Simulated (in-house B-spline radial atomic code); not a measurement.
A fraction x of an electron is removed from 5s in neutral rhodium, starting from [Kr] 4d8 5s1 and keeping the highest spin. Computed with an all-electron radial atomic-structure program (B-spline basis): non-relativistic TPSS, spin-polarised, spherical fractional occupations, point nucleus.

```json
{"x": "0", "E(x) - E(0) (eV)": "0.0000", "5s up level (eV)": "-4.285"}
{"x": "0.04", "E(x) - E(0) (eV)": "0.1758", "5s up level (eV)": "-4.503"}
{"x": "0.24", "E(x) - E(0) (eV)": "1.1864", "5s up level (eV)": "-5.607"}
{"x": "0.33", "E(x) - E(0) (eV)": "1.7138", "5s up level (eV)": "-6.112"}
{"x": "0.39", "E(x) - E(0) (eV)": "2.0907", "5s up level (eV)": "-6.451"}
{"x": "0.5", "E(x) - E(0) (eV)": "2.8348", "5s up level (eV)": "-7.079"}
{"x": "0.59", "E(x) - E(0) (eV)": "3.4953", "5s up level (eV)": "-7.600"}
{"x": "0.75", "E(x) - E(0) (eV)": "4.7865", "5s up level (eV)": "-8.544"}
{"x": "0.81", "E(x) - E(0) (eV)": "5.3099", "5s up level (eV)": "-8.906"}
{"x": "0.93", "E(x) - E(0) (eV)": "6.4226", "5s up level (eV)": "-9.641"}
{"x": "1", "E(x) - E(0) (eV)": "7.1126", "5s up level (eV)": "-"}
```

The exact functional would give a straight line between the two integer points. Deviations E(x) - E(0) - x[E(1) - E(0)], in eV: -0.109 at x = 0.04, -0.521 at x = 0.24, -0.633 at x = 0.33, -0.683 at x = 0.39, -0.721 at x = 0.5, -0.701 at x = 0.59, -0.548 at x = 0.75, -0.451 at x = 0.81, -0.192 at x = 0.93.

The curve lies below the straight line by up to 0.721 eV (at x = 0.5): convex, the delocalisation error that favours fractional charges.

Q: How well does Slater's transition state (minus the level at half occupation) give the ionisation energy?

A: It gives 7.079 eV against 7.113 eV from the two total energies; NIST lists 7.46 eV, ground level to ground level.
